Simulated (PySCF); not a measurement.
A species of formula C4H5BrO has this rotational fingerprint, computed with PBE0-D3(BJ)/def2-SVP geometry optimisation, gas phase (PySCF):

```
Rotational constants : A = 7274, B = 916.0, C = 813.6 MHz
Dipole components    : |μa| = 1.78 D, |μb| = 1.90 D, |μc| = 0.00 D
Inertial defect      : 0.00 u·Å²
κ                    : -0.97
```

Question: Which structure is it? (One computed conformer of each.)
A. `[CH2:1]=[CH:2][O:3]/[CH:4]=[CH:5]\[Br:6]` with C1–C2–O3–C4 179°, C2–O3–C4–C5 -179°
B. `[CH3:1][O:2][C:3]1=[CH:4][C@H:5]1[Br:6]` with C1–O2–C3–C4 -179°
C. `[O:1]=[C:2]([Br:3])[CH:4]1[CH2:5][CH2:6]1` with O1–C2–C4–C5 144°

Answer: A. It is C=CO/C=C\Br, a near-prolate asymmetric top, point group Cs. The candidates at the same level (rigid rotor, commonest isotopes):

```csv
SMILES,A (MHz),B (MHz),C (MHz),μa (D),μb (D),μc (D),Δ (u·Å²),point group,rotor
COC1=C[C@H]1Br,4473,1315,1076,2.54,0.31,1.06,-27.59,C1,asymmetric top
O=C(Br)C1CC1,3584,1795,1318,2.90,1.59,0.00,-39.19,Cs,asymmetric top
C=CO/C=C\Br,7274,916.0,813.6,1.78,1.90,0.00,0.00,Cs,near-prolate asymmetric top
```

`COC1=C[C@H]1Br` has B 44 % too high; `O=C(Br)C1CC1` has B 96 % too high. In the right answer the mirror of this Cs structure is the ab plane, so μc vanishes by symmetry (the 0.01 D computed is a residue). No structure here is proved a minimum.
